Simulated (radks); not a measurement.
Results of a calculation; reference values are marked as such.
Problem. Coulomb parameter of the 5d shell of neutral rhenium in the model configuration [Xe] 4f14 5d5.5 6s1.5, as a second difference U = [E(n + 0.5) + E(n - 0.5) - 2 E(n)] / (0.5)^2 with all orbitals relaxed. "Bare": the charge of the atom changes with n. "Screened": the 6s shell takes up the change at fixed total charge, which measures U(5d,5d) + U(6s,6s) - 2 U(5d,6s). Level of theory: scalar-relativistic Kohn-Sham, PBE, spin-unpolarised, spherical densities, finite nucleus; Fermi nuclear charge, rms radius 5.3698 fm (a radial shooting solver on a logarithmic mesh with Libxc functionals). Estimate both.

Solution. U(bare) = 8.174 eV, U(screened by 6s) = 0.718 eV, against the Slater integral F0(5d,5d) = 12.616 eV with frozen orbitals. The step up makes a negative ion, whose loosely bound charge lowers the bare value.
